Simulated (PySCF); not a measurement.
KCl, SMILES [Cl][K].

The structure is a stationary point at PBE0-D3(BJ)/def2-TZVPD.

Computed with PBE0-D3(BJ)/def2-TZVPD (PySCF 2.14.0).

Frequencies are harmonic and unscaled.

Computed harmonic wavenumbers and intensities:
```
mode  ν (cm⁻¹)  IR (km/mol)  Raman (Å⁴/amu)  depolarisation  moving atoms (share of kinetic energy)
----  --------  -----------  --------------  --------------  --------------------------------------
1          270         54.5             3.8            0.01                         Cl 52 %, K 48 %
```
